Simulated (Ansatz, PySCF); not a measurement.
The pair A = CH4 (SMILES C) (first 5 atoms), B = CH2O2 (SMILES O=CO); geometry from B3LYP-D3(BJ)/def2-TZVP.
(charge 0, multiplicity 1):
```tsv
atom	x (Å)	y (Å)	z (Å)
C	-0.0682	0.0225	0.0979
H	0.1341	-0.2322	-0.9411
H	0.6339	-0.5068	0.7414
H	0.0487	1.0998	0.2224
H	-1.0909	-0.2728	0.3365
O	1.1218	-0.6706	3.5805
C	0.3028	0.0575	4.0643
O	-0.6175	0.7542	3.3803
H	0.1928	0.2548	5.1384
H	-0.4992	0.5630	2.4337
```

Correlated levels freeze the cores. Rows in 6-31G* carry no dispersion term and start afresh at each structure (6-31G* with six Cartesian d functions).

The values were computed with Ansatz (Gaussian orbitals); PySCF for 6-31G* rows. Values without a source in brackets are computed.

Total energies (hartree), monomers frozen at their geometry in the pair:

```tsv
structure	PBE/def2-TZVPPD	B3LYP/6-31G*	MP2/aug-cc-pVDZ
AB	-230.1150017	-230.2760981	-229.6967723
A in the pair's basis	-40.4643365	-40.5185028	-40.3682979
B in the pair's basis	-189.6488041	-189.7568626	-189.3265895
A	-40.4642884	-40.5183045	-40.3675028
B	-189.6487650	-189.7552743	-189.3258417
```

Problem. Work out the interaction energy without and with the counterpoise correction, and the superposition error, for each level.

Solution. 
E(AB) − E(A) − E(B), times 627.509 kcal/mol, with the monomers in their own basis and then in the pair's basis:
- PBE/def2-TZVPPD: -1.22 uncorrected, -1.17 corrected; the monomers gain 0.05 kcal/mol from borrowed functions
- B3LYP/6-31G*: -1.58 uncorrected, -0.46 corrected; the monomers gain 1.12 kcal/mol from borrowed functions
- MP2/aug-cc-pVDZ: -2.15 uncorrected, -1.18 corrected; the monomers gain 0.97 kcal/mol from borrowed functions

Ansatz is a quantum-chemistry and plane-wave program.
